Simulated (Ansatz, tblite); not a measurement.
Cost and result up the ladder for the cluster TiF3 (4 atoms). Charge 0, multiplicity 2. Geometry: PBE0-D4/def2-TZVP.

```xyz
4

Ti   -0.002   -0.004   -0.002
F     1.190   -0.962    0.889
F     0.423    0.701   -1.568
F    -1.611    0.265    0.681
```

Ansatz on 2 threads of Intel Xeon Platinum 8488C on a shared host; xTB runs through tblite on one thread. Times are rough, summed over both states, and most runs start from the orbitals of an earlier one. CCSD(T)/def2-TZVPP serves as the yardstick here, not as an exact answer. Differences are given only for rows in sets of like size (and for xTB, whose basis is part of the method), since another set adds its own error. The other state is a quartet at its own geometry.

The xTB rows come from tblite. HSE06 is defined as in plane-wave codes, on full-range PBE exchange. Correlated methods freeze 8 core orbitals; core or outer-core shells of Ti are correlated, in sets that lack core-valence functions. In CCSD on the charge 0 quartet the largest single amplitude is 0.29, so its Hartree–Fock determinant may place the open shell otherwise than the density functionals do. In the quartet, F2 and F4 lie 1.97 Å apart (atoms count from 1), so these atoms are partly bonded to each other. The structure comes from a short search, and lower isomers may exist.

Second-order perturbation terms are unreliable where d shells bring near-degenerate states, and here MP2/def2-TZVP lies more than 0.4 eV from the median of the functionals without such a term.

Correlated methods converge slowly with the basis (MP2 moves by -0.01 eV from def2-TZVP to def2-QZVPP here).

xTB has no spin-polarisation term.

| level | functions | wall time |
| --- | --- | --- |
| GFN1-xTB | 21 | 0.008 s |
| GFN2-xTB | 21 | 0.009 s |
| HF/STO-3G | 33 | 0.65 s |
| revPBE-D4/def2-TZVP | 138 | 5 s |
| PBE-D4/def2-TZVP (with forces) | 138 | 8.1 s |
| RPA@PBE/def2-TZVP | 138 | 10 s |
| MP2/def2-TZVP | 138 | 11 s |
| HSE06-D4/def2-TZVP | 138 | 13 s |
| r2SCAN-D4/def2-TZVP | 138 | 14 s |
| PBE0-D4/def2-TZVP (with forces) | 138 | 16 s |
| CAM-B3LYP-D4/def2-TZVP | 138 | 22 s |
| r2SCANh-D4/def2-TZVP | 138 | 23 s |
| ωB97X-V/def2-TZVP | 138 | 47 s |
| CCSD(T)/def2-TZVPP | 157 | 6.8 min |

Task: Estimate what each level gives for the quartet − doublet (eV).

Result: 
```tsv
level	quartet − doublet (eV)	difference from CCSD(T)/def2-TZVPP (eV)
GFN1-xTB	5.26	-0.62
GFN2-xTB	6.51	0.64
HF/STO-3G	7.12	–
revPBE-D4/def2-TZVP	5.38	-0.49
PBE-D4/def2-TZVP (with forces)	5.46	-0.41
RPA@PBE/def2-TZVP	5.19	-0.68
MP2/def2-TZVP	6.59	0.72
HSE06-D4/def2-TZVP	5.38	-0.50
r2SCAN-D4/def2-TZVP	5.39	-0.48
PBE0-D4/def2-TZVP (with forces)	5.38	-0.50
CAM-B3LYP-D4/def2-TZVP	5.45	-0.43
r2SCANh-D4/def2-TZVP	5.35	-0.53
ωB97X-V/def2-TZVP	5.54	-0.34
CCSD(T)/def2-TZVPP	5.87	0.00
```
